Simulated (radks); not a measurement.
Question: The table gives one normalised radial function P(r) = r R(r) of Ce in [Xe] 4f1 5d1 6s2 (r in bohr). Calculated with a radial shooting solver on a logarithmic mesh with Libxc functionals: scalar-relativistic Kohn-Sham, PBE, spin-unpolarised, spherical densities, finite nucleus; Fermi nuclear charge, rms radius 4.8771 fm.

r	P
0.002979	0.0000
0.004037	0.0001
0.005515	0.0001
0.007475	0.0003
0.01021	0.0008
0.01384	0.0018
0.01891	0.0041
0.02562	0.0089
0.03501	0.0188
0.04744	0.0368
0.06481	0.0678
0.08784	0.1106
0.12	0.1571
0.1626	0.1770
0.2222	0.1288
0.3011	-0.0067
0.4114	-0.1864
0.5575	-0.2762
0.7556	-0.1706
1.032	0.1183
1.399	0.4269
1.911	0.6070
2.59	0.5933
3.539	0.4564
4.796	0.2871
6.552	0.1341
8.88	0.0459
12.13	0.0096

Which n and l does it have? It may be an empty orbital.

Answer: n = 5, l = 2: the number of nodes gives n - l - 1 = 2, the rise at small r (about r^(l+1), flatter next to the nucleus through relativity) gives l, and the extent must fit the shell. The curve is that of 5d. 5d: eigenvalue -3.060 eV, 2 radial nodes at r = 0.298, 0.921 bohr, <r> = 2.95 bohr, 90 % of the charge inside 4.74 bohr.
